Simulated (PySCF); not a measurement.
Compound: C5H6F3S (charge -1).
Structure used (GFN2-xTB), in Å, numbered top down from 1:
```xyz
15
C5H6F3S angstrom
C     -1.4623   -0.8212    0.0901
C     -0.5920    0.3560   -0.2428
C     -1.0529    1.6221   -0.3127
S     -0.1494    3.0037   -0.7190
C      0.8565    0.0841   -0.5471
C      1.6001   -0.5955    0.5736
F      1.3972   -0.0757    1.7913
F      2.9484   -0.5716    0.3904
F      1.3126   -1.9176    0.6942
H     -2.5039   -0.5113    0.1604
H     -1.3828   -1.5971   -0.6783
H     -1.1801   -1.2763    1.0445
H     -2.1082    1.7970   -0.1062
H      0.9899   -0.5499   -1.4335
H      1.3223    1.0611   -0.7268
```

PySCF, density fitting, gas phase, GFN2-xTB geometry. The standard run uses grid level 2 after a coarse-grid start, the def2-universal JK fitting basis (with tight functions added where the orbital basis needs them), an energy threshold of 1e-9 Eh and DIIS. The changed runs have no coarse-grid stage.

Q: Standard PBE0/STO-3G: E = -880.045214 Eh, HOMO 5.175 eV, LUMO 10.802 eV, 13 cycles (coarse-grid cycles included). What changes at PBE0/STO-3G with: energy threshold 1e-07 Eh?

A: E = -880.045214 Eh (0.000 mEh), HOMO 5.175 eV (0.000), LUMO 10.801 eV (-0.001), 9 SCF cycles. The result matches the standard run within 0.02 mEh and 0.003 eV; such settings steer the iterations and don't enter the energy expression.

The cycles:
```
cycle   1  E = -879.8181174748  dE =  1.330e+00  |g| = 7.854e-01  |ddm| = 5.180e+00
cycle   2  E = -879.7318696225  dE =  8.625e-02  |g| = 9.658e-01  |ddm| = 2.706e+00
cycle   3  E = -880.0213286795  dE = -2.895e-01  |g| = 2.435e-01  |ddm| = 1.846e+00
cycle   4  E = -880.0438236442  dE = -2.249e-02  |g| = 5.875e-02  |ddm| = 5.499e-01
cycle   5  E = -880.0451062071  dE = -1.283e-03  |g| = 1.831e-02  |ddm| = 1.266e-01
cycle   6  E = -880.0452052850  dE = -9.908e-05  |g| = 5.176e-03  |ddm| = 2.892e-02
cycle   7  E = -880.0452134617  dE = -8.177e-06  |g| = 8.956e-04  |ddm| = 7.505e-03
cycle   8  E = -880.0452137068  dE = -2.450e-07  |g| = 2.061e-04  |ddm| = 1.455e-03
cycle   9  E = -880.0452137199  dE = -1.310e-08  |g| = 4.252e-05  |ddm| = 3.620e-04
```
